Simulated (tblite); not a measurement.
Compound: C₇H₁₂ (charge +1 and doublet state).
SMILES: `CC[C+]=[C]C(C)C`

Computed geometry: GFN2-xTB, gas phase. This method treats the open shell by occupation alone, without spin polarisation.

Masses are those of the commonest isotopes; rigid-rotor values at the optimised geometry. 

(1) What are A, B and C (MHz)?

(2) What kind of rotor is it?

(3) Is it planar, by Δ = Ic − Ia − Ib?

(4) Give the other two planar moments, Paa and Pbb, and the rms extents of the mass along the axes.

(5) Where do the levels up to J = 3 lie, in MHz?

(6) Estimate the classical rotational partition function at 10 K, 50 K and 298.15 K.

Results:

(1) Ia = 84.87, Ib = 463.83, Ic = 526.21 u·Å²; 505379 MHz·u·Å²/I gives A = 5955, B = 1090, C = 960.4 MHz.

(2) A near-prolate asymmetric top. Ray's parameter κ = (2B − A − C)/(A − C) = -0.948; −1 is the prolate and +1 the oblate limit.

(3) Not planar: Δ = Ic − Ia − Ib = -22.49 u·Å². For a rigid frame Δ = −2 Σ m c², so Σ m c² = 11.24 u·Å² lies off the ab plane: 8.50 from hydrogen and 2.75 from heavier atoms. The atom farthest from that plane is 1.42 Å away.

(4) Paa = Σ m a² = (Ib + Ic − Ia)/2 = 452.58 and Pbb = Σ m b² = (Ia + Ic − Ib)/2 = 73.62 u·Å². With the mass M = 96.09 u, the rms extents √(P/M) along a, b and c are 2.17, 0.88, 0.34 Å.

(5) Above 0(0,0):
J = 1: 1(0,1) 2050, 1(1,1) 6915, 1(1,0) 7045
J = 2: 2(0,2) 6147, 2(1,2) 10886, 2(1,1) 11274, 2(2,1) 25870, 2(2,0) 25873
J = 3: 3(0,3) 12287, 3(1,3) 16841, 3(1,2) 17616, 3(2,2) 32020, 3(2,1) 32033, 3(3,1) 56672, 3(3,0) 56672

(6) Point group C1, symmetry number σ = 1; q = (√π/σ)·√((kT/h)³/(ABC)), k/h = 20836.6 MHz/K: 2140 at 10 K, 23900 at 50 K, 348000 at 298.15 K.

For this open shell read J as N, the rotation without spin; fine and hyperfine splittings come on top. Its GFN2-xTB frequencies are all real (lowest 44 cm⁻¹). Zero-point vibration and centrifugal distortion are left out.

Hardware: Arm Neoverse V2, one thread, shared host. Cost: 0.95 s. That covers the optimisation of the geometry.
